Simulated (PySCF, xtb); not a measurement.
C₃H₄O₂Si, SMILES C#C[SiH2]C(=O)O.

GFN2-xTB (xtb) at its own geometry gives an orbital gap of 3.57 eV and a dipole moment of 1.94 D.

Coordinates come from a PBE0-D3(BJ)/def2-SVP optimisation. This is a generated structure with no PubChem entry under its InChIKey; it may be hypothetical. The values are those of a single conformer.

Problem. What does PBE/def2-TZVP run with PySCF give? (The exact figures need the calculation; the answer reports its results.)

Solution. gap 4.48 eV (levels -6.44 and -1.96 eV), dipole 1.93 D.
